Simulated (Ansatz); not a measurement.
Two isomers of CH4AlNO: A = `[NH2][AlH][CH]=O`, B = `N=[CH][AlH][OH]`.

Gas-phase electronic energies from Ansatz, PBE0-D4/def2-TZVP geometries. CCSD(T)/CBS is the MP2 limit (def2-TZVPP, def2-QZVPP) plus CCSD(T) − MP2 in def2-TZVPP, frozen cores. DFT in def2-TZVPP. B3LYP here is the variant with VWN-RPA as its local correlation; programs differ in this. Each species was taken in one conformer, which may not be the lowest.

A:

Z-matrix (Å, degrees):
```
N
Al 1 1.758
H 1 1.006 2 127.1
H 1 1.008 2 122.0 3 -180.0
C 2 2.025 1 111.6 3 -180.0
H 2 1.584 1 122.1 3 -0.0
O 5 1.213 2 117.0 1 0.0
H 5 1.120 2 125.4 1 -180.0
```

B:

Z-matrix (Å, degrees):
```
C
Al 1 1.974
N 1 1.275 2 121.7
H 1 1.099 2 123.7 3 -180.0
O 2 1.695 1 109.8 3 -0.1
H 2 1.584 1 128.2 3 179.9
H 3 1.024 1 111.0 2 0.0
H 5 0.955 2 125.4 1 180.0
```

Q: Which is lower in electronic energy at CCSD(T)/CBS, and by how much? (Best estimate.)

A: The calculation gave: B, by 49.9 kJ/mol.

Q: Give E(B) − E(A) in kJ/mol with HF/def2-TZVPP, CCSD(T)/def2-TZVPP, B3LYP-D4, r2SCAN-D4, BLYP-D4, CCSD(T)/def2-SVP, MP2/def2-TZVPP. (Estimate.)

A: The calculation gave: HF/def2-TZVPP -43.7, CCSD(T)/def2-TZVPP -49.5, B3LYP-D4 -42.5, r2SCAN-D4 -43.4, BLYP-D4 -39.7, CCSD(T)/def2-SVP -37.1, MP2/def2-TZVPP -50.5. None reverses the order clearly.

Q: Does the order hold for the free energy at 298.15 K (harmonic terms from PBE0-D4)? (An estimate is asked.)

A: The calculation gave: Yes: G(B) − G(A) = -45.7 kJ/mol, for one conformer each.

Largest T1 diagnostic: 0.015.

At CCSD(T), def2-SVP lies +12.8 kJ/mol from the extrapolated value and def2-TZVPP +0.5 kJ/mol. From PBE to PBE0 (25 % exact exchange), in def2-TZVPP and without D4, E(B) − E(A) moves by −3.4 kJ/mol.
